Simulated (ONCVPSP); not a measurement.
## xenon, ONCV: configuration errors across variants

```json
{"Element": "Xe (Z = 54)", "Generator": "ONCVPSP 4.0.1", "Type": "optimised norm-conserving Vanderbilt (ONCV)", "Functional": "PBEsol", "Relativity": "scalar-relativistic", "Frozen core": "[Kr]", "Valence charge": "18", "Reference configuration": "4d10 5s2 5p6", "Partial waves": "5s: rc 1.75 bohr, ncon 4, nbas 8, qcut 3.9 1/bohr, 2 projectors, debl 3.7 Ha; 5p: rc 2.10 bohr, ncon 4, nbas 8, qcut 4.1 1/bohr, 2 projectors, debl 2.9 Ha; 4d: rc 0.90 bohr, ncon 5, nbas 9, qcut 12 1/bohr, 1 projector", "Local potential": "polynomial inside 0.80 bohr (lpopt 5, dvloc0 0 Ha)", "Core correction": "none"}
```

All-electron excitation energies from the reference (eV): (1) 4d10 5s2 5p5 12.552; (2) 4d10 5s2 5p4 34.332; (3) 4d10 5s2 5p3 66.103; (4) 4d10 5s2 5p5.5 5.177.

1 further variants failed, have other tests or too few solved ones, and are left out.

A true bound ghost makes a file unfit for plane-wave use even where its test errors are small: the radial tests pick states by their node count and pass the ghost by.

Errors AE − PS in meV (a dash: test not solved or not reliable):

| change | (1) | (2) | (3) | (4) | bound ghosts | GHOST(+) flags above zero |
| --- | --- | --- | --- | --- | --- | --- |
| base | -4.0 | -11 | -22 | -1.6 | s, p | s |
| all radii scaled by about 0.84 (s 1.46, p 1.76, d 0.76 bohr); local potential polynomial inside 0.68 bohr (lpopt 5, dvloc0 0 Ha) | -3.4 | -7.4 | -9.2 | -1.5 | s, p | s |
| all radii scaled by about 0.93 (s 1.62, p 1.96, d 0.84 bohr); local potential polynomial inside 0.74 bohr (lpopt 5, dvloc0 0 Ha) | -3.6 | -8.8 | -14 | -1.6 | s, p | s |
| all radii scaled by about 1.04 (s 1.82, p 2.20, d 0.94 bohr); local potential polynomial inside 0.84 bohr (lpopt 5, dvloc0 0 Ha) | -4.4 | -14 | -31 | -1.7 | s, p | s |
| all radii scaled by about 1.11 (s 1.94, p 2.34, d 1.00 bohr); local potential polynomial inside 0.88 bohr (lpopt 5, dvloc0 0 Ha) | -5.1 | -18 | -46 | -1.8 | s, p | s |
| all radii scaled by about 1.18 (s 2.06, p 2.48, d 1.06 bohr); local potential polynomial inside 0.94 bohr (lpopt 5, dvloc0 0 Ha) | -6.5 | -26 | -68 | -2.1 | s, p | s |
| all radii scaled by about 1.31 (s 2.30, p 2.76, d 1.18 bohr); local potential polynomial inside 1.06 bohr (lpopt 5, dvloc0 0 Ha) | -5.8 | -27 | -86 | -1.9 | s | p |

Question: Give the same row for: all radii scaled by about 1.27 (s 2.22, p 2.66, d 1.14 bohr); local potential polynomial inside 1.02 bohr (lpopt 5, dvloc0 0 Ha).

Answer: -2.5, -7.9, –, -1.2; bound ghosts: s; GHOST(+) flags above zero: p.
